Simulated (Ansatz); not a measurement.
Born–Oppenheimer molecular dynamics of CH8AlNSi2 (13 atoms, charge 0, multiplicity 1). It starts from a relaxed structure.

These are results of RKS B3LYP-D4/STO-3G (Ansatz 0.2.0), not measurements.

```json
{
  "ensemble": "NVT, Langevin thermostat",
  "time step": "0.5 fs",
  "steps asked": "222",
  "set temperature": "200 K",
  "friction": "0.005 /fs",
  "seed": "922017"
}
```

Frames 0.5 fs apart, positions in Å, forces in eV/Å.

Velocities at 20 fs (Å/ps):

```
Al 0.52 0.49 -0.49
Si -0.16 -3.74 0.64
C -4.20 -1.94 3.72
Si -1.72 3.43 0.46
N 3.85 -0.87 -2.77
H 9.49 2.62 11.32
H 12.38 9.54 -8.77
H -10.55 5.81 -15.77
H 5.49 18.63 7.53
H -12.10 -12.70 -1.42
H 11.66 3.39 3.92
H -21.69 16.66 -16.29
H -1.57 -5.39 -4.50
```

```xyz
13
Properties=species:S:1:pos:R:3:forces:R:3 time_fs=20 energy_less_start_eV=0.101 T=140
Al -1.945 1.812 -0.012 -0.58 0.17 0.16
Si -0.878 -0.211 -0.018 0.27 0.08 -0.27
C 0.592 -0.460 1.160 -0.47 -0.02 0.61
Si 1.723 -0.786 -0.308 -0.66 -0.29 -0.15
N 0.312 -0.439 -1.305 0.62 -0.41 -0.76
H -2.323 2.501 1.285 0.16 -0.02 -0.24
H -2.446 2.368 -1.317 0.06 0.17 0.04
H -1.861 -1.292 0.104 0.19 -0.08 -0.04
H 0.413 -1.313 1.821 0.29 -0.11 0.05
H 0.801 0.405 1.806 0.23 -0.09 -0.18
H 2.209 -2.167 -0.408 0.02 0.33 0.04
H 2.868 0.097 -0.444 0.00 0.01 -0.10
H 0.199 -0.698 -2.321 -0.12 0.28 0.86
13
Properties=species:S:1:pos:R:3:forces:R:3 time_fs=20.5 energy_less_start_eV=0.100 T=145
Al -1.945 1.812 -0.012 -0.57 0.21 0.18
Si -0.878 -0.213 -0.017 0.27 0.13 -0.34
C 0.590 -0.461 1.162 -0.43 0.03 0.29
Si 1.722 -0.785 -0.308 -0.68 -0.36 -0.13
N 0.314 -0.440 -1.307 0.51 -0.41 -0.71
H -2.318 2.502 1.290 0.17 -0.06 -0.33
H -2.440 2.372 -1.321 0.07 0.14 0.10
H -1.866 -1.289 0.096 0.19 -0.11 -0.03
H 0.416 -1.304 1.824 0.22 -0.40 0.20
H 0.795 0.398 1.805 0.28 0.15 -0.07
H 2.216 -2.165 -0.406 0.01 0.36 0.05
H 2.857 0.105 -0.452 0.07 0.03 -0.08
H 0.198 -0.701 -2.322 -0.10 0.28 0.87
13
Properties=species:S:1:pos:R:3:forces:R:3 time_fs=21 energy_less_start_eV=0.103 T=145
Al -1.944 1.812 -0.013 -0.56 0.24 0.20
Si -0.878 -0.215 -0.017 0.28 0.18 -0.41
C 0.587 -0.462 1.164 -0.38 0.07 -0.05
Si 1.720 -0.783 -0.308 -0.68 -0.38 -0.11
N 0.316 -0.440 -1.308 0.40 -0.38 -0.57
H -2.312 2.503 1.295 0.17 -0.08 -0.39
H -2.434 2.377 -1.324 0.08 0.12 0.15
H -1.870 -1.286 0.088 0.17 -0.15 -0.01
H 0.421 -1.296 1.828 0.16 -0.69 0.35
H 0.791 0.392 1.804 0.33 0.39 0.05
H 2.222 -2.161 -0.404 0.00 0.38 0.05
H 2.846 0.115 -0.461 0.12 0.04 -0.06
H 0.196 -0.703 -2.321 -0.09 0.26 0.79
13
Properties=species:S:1:pos:R:3:forces:R:3 time_fs=21.5 energy_less_start_eV=0.106 T=149
Al -1.944 1.812 -0.013 -0.54 0.25 0.19
Si -0.878 -0.217 -0.016 0.30 0.25 -0.48
C 0.585 -0.463 1.166 -0.34 0.09 -0.32
Si 1.719 -0.781 -0.308 -0.66 -0.37 -0.09
N 0.318 -0.441 -1.310 0.28 -0.34 -0.35
H -2.307 2.503 1.298 0.17 -0.09 -0.43
H -2.428 2.382 -1.328 0.09 0.10 0.20
H -1.873 -1.282 0.079 0.15 -0.20 0.01
H 0.425 -1.289 1.832 0.10 -0.91 0.47
H 0.786 0.387 1.802 0.38 0.60 0.15
H 2.229 -2.157 -0.402 0.00 0.38 0.05
H 2.837 0.125 -0.470 0.15 0.04 -0.03
H 0.193 -0.704 -2.317 -0.08 0.21 0.63
13
Properties=species:S:1:pos:R:3:forces:R:3 time_fs=22 energy_less_start_eV=0.107 T=149
Al -1.944 1.813 -0.014 -0.50 0.25 0.17
Si -0.878 -0.218 -0.016 0.32 0.32 -0.55
C 0.583 -0.464 1.168 -0.30 0.04 -0.51
Si 1.718 -0.779 -0.307 -0.61 -0.32 -0.08
N 0.320 -0.441 -1.312 0.18 -0.27 -0.03
H -2.300 2.503 1.300 0.15 -0.09 -0.44
H -2.421 2.388 -1.331 0.09 0.08 0.25
H -1.876 -1.279 0.071 0.13 -0.26 0.02
H 0.430 -1.285 1.838 0.06 -1.04 0.51
H 0.783 0.383 1.802 0.41 0.77 0.24
H 2.236 -2.151 -0.400 0.00 0.36 0.05
H 2.828 0.136 -0.478 0.15 0.01 0.00
H 0.191 -0.705 -2.312 -0.09 0.14 0.38
13
Properties=species:S:1:pos:R:3:forces:R:3 time_fs=22.5 energy_less_start_eV=0.107 T=148
Al -1.945 1.813 -0.014 -0.44 0.23 0.13
Si -0.878 -0.220 -0.016 0.34 0.38 -0.62
C 0.580 -0.465 1.171 -0.25 -0.02 -0.61
Si 1.717 -0.778 -0.307 -0.56 -0.22 -0.07
N 0.322 -0.441 -1.314 0.08 -0.19 0.33
H -2.292 2.502 1.301 0.13 -0.08 -0.43
H -2.414 2.394 -1.333 0.09 0.06 0.28
H -1.879 -1.276 0.062 0.10 -0.31 0.04
H 0.435 -1.283 1.844 0.04 -1.08 0.51
H 0.781 0.381 1.801 0.42 0.88 0.29
H 2.241 -2.144 -0.398 0.02 0.31 0.04
H 2.819 0.147 -0.486 0.14 -0.03 0.03
H 0.188 -0.706 -2.307 -0.10 0.06 0.08
13
Properties=species:S:1:pos:R:3:forces:R:3 time_fs=23 energy_less_start_eV=0.103 T=150
Al -1.945 1.813 -0.014 -0.38 0.19 0.09
Si -0.878 -0.222 -0.016 0.33 0.43 -0.69
C 0.577 -0.466 1.173 -0.19 -0.11 -0.58
Si 1.715 -0.776 -0.307 -0.50 -0.10 -0.06
N 0.325 -0.442 -1.315 0.00 -0.11 0.70
H -2.284 2.500 1.301 0.10 -0.05 -0.39
H -2.406 2.400 -1.334 0.08 0.06 0.28
H -1.881 -1.274 0.053 0.09 -0.34 0.05
H 0.441 -1.285 1.850 0.03 -1.01 0.43
H 0.779 0.381 1.801 0.41 0.89 0.29
H 2.247 -2.137 -0.396 0.04 0.24 0.04
H 2.812 0.157 -0.493 0.11 -0.07 0.06
H 0.185 -0.707 -2.301 -0.11 -0.02 -0.23
13
Properties=species:S:1:pos:R:3:forces:R:3 time_fs=23.5 energy_less_start_eV=0.097 T=154
Al -1.945 1.814 -0.015 -0.30 0.13 0.05
Si -0.878 -0.224 -0.015 0.31 0.47 -0.76
C 0.574 -0.466 1.175 -0.13 -0.22 -0.40
Si 1.714 -0.775 -0.307 -0.44 0.03 -0.05
N 0.327 -0.442 -1.317 -0.08 -0.02 1.05
H -2.276 2.498 1.300 0.07 -0.01 -0.33
H -2.397 2.407 -1.333 0.06 0.06 0.27
H -1.883 -1.273 0.044 0.09 -0.36 0.07
H 0.446 -1.290 1.858 0.04 -0.81 0.27
H 0.778 0.384 1.802 0.38 0.81 0.23
H 2.253 -2.128 -0.393 0.06 0.16 0.03
H 2.805 0.167 -0.500 0.09 -0.11 0.09
H 0.182 -0.708 -2.295 -0.13 -0.11 -0.53
13
Properties=species:S:1:pos:R:3:forces:R:3 time_fs=24 energy_less_start_eV=0.091 T=155
Al -1.946 1.814 -0.015 -0.22 0.06 0.00
Si -0.878 -0.225 -0.015 0.27 0.50 -0.82
C 0.572 -0.467 1.177 -0.06 -0.32 -0.12
Si 1.712 -0.773 -0.306 -0.37 0.16 -0.04
N 0.329 -0.442 -1.319 -0.17 0.05 1.34
H -2.268 2.495 1.298 0.04 0.03 -0.25
H -2.388 2.413 -1.332 0.04 0.06 0.24
H -1.884 -1.273 0.034 0.09 -0.38 0.08
H 0.450 -1.296 1.867 0.05 -0.54 0.06
H 0.778 0.389 1.803 0.32 0.63 0.13
H 2.260 -2.120 -0.390 0.08 0.07 0.02
H 2.798 0.176 -0.508 0.06 -0.15 0.12
H 0.179 -0.709 -2.290 -0.14 -0.18 -0.77
13
Properties=species:S:1:pos:R:3:forces:R:3 time_fs=24.5 energy_less_start_eV=0.088 T=150
Al -1.946 1.814 -0.015 -0.14 0.00 -0.06
Si -0.878 -0.226 -0.015 0.22 0.50 -0.88
C 0.569 -0.468 1.178 0.03 -0.40 0.20
Si 1.711 -0.772 -0.306 -0.27 0.27 -0.03
N 0.331 -0.442 -1.320 -0.28 0.08 1.48
H -2.260 2.494 1.295 0.00 0.08 -0.16
H -2.379 2.421 -1.331 0.02 0.06 0.22
H -1.885 -1.274 0.026 0.10 -0.37 0.09
H 0.454 -1.303 1.876 0.07 -0.24 -0.16
H 0.778 0.396 1.805 0.26 0.41 0.00
H 2.268 -2.112 -0.386 0.09 0.00 0.01
H 2.792 0.185 -0.515 0.04 -0.19 0.15
H 0.176 -0.710 -2.288 -0.14 -0.22 -0.88
13
Properties=species:S:1:pos:R:3:forces:R:3 time_fs=25 energy_less_start_eV=0.088 T=145
Al -1.946 1.815 -0.015 -0.08 -0.05 -0.12
Si -0.877 -0.228 -0.015 0.15 0.49 -0.92
C 0.567 -0.468 1.180 0.11 -0.45 0.52
Si 1.709 -0.770 -0.306 -0.17 0.37 -0.01
N 0.333 -0.442 -1.321 -0.40 0.08 1.47
H -2.252 2.492 1.293 -0.03 0.12 -0.07
H -2.371 2.429 -1.329 0.01 0.06 0.21
H -1.886 -1.277 0.018 0.12 -0.34 0.10
H 0.458 -1.312 1.885 0.09 0.07 -0.38
H 0.778 0.404 1.806 0.19 0.17 -0.13
H 2.275 -2.104 -0.383 0.11 -0.06 0.00
H 2.785 0.194 -0.523 0.02 -0.23 0.19
H 0.173 -0.712 -2.288 -0.11 -0.22 -0.85
13
Properties=species:S:1:pos:R:3:forces:R:3 time_fs=25.5 energy_less_start_eV=0.093 T=144
Al -1.947 1.815 -0.016 -0.02 -0.10 -0.16
Si -0.877 -0.229 -0.016 0.07 0.46 -0.96
C 0.564 -0.469 1.182 0.19 -0.48 0.82
Si 1.707 -0.769 -0.305 -0.07 0.45 0.00
N 0.336 -0.442 -1.321 -0.55 0.05 1.31
H -2.245 2.491 1.290 -0.05 0.15 0.00
H -2.364 2.438 -1.327 0.00 0.05 0.19
H -1.887 -1.280 0.010 0.16 -0.31 0.11
H 0.461 -1.320 1.892 0.10 0.35 -0.57
H 0.779 0.411 1.807 0.12 -0.07 -0.25
H 2.283 -2.097 -0.378 0.12 -0.10 0.00
H 2.777 0.203 -0.530 0.01 -0.26 0.22
H 0.170 -0.714 -2.290 -0.07 -0.18 -0.69
```

Of the whole run (111 fs, mean temperature of the second half 123 K): The mean temperature of the second half is 39 % below the set value. A run of 0.11 ps of so small a system gives no equilibrium averages. Limits of this set-up: minimal basis.

The run took 9.8 min on 1 thread of Intel(R) Xeon(R) Platinum 8259CL CPU @ 2.50GHz (Skylake/Cascade Lake), on a shared host, peak memory 0.12 GiB.
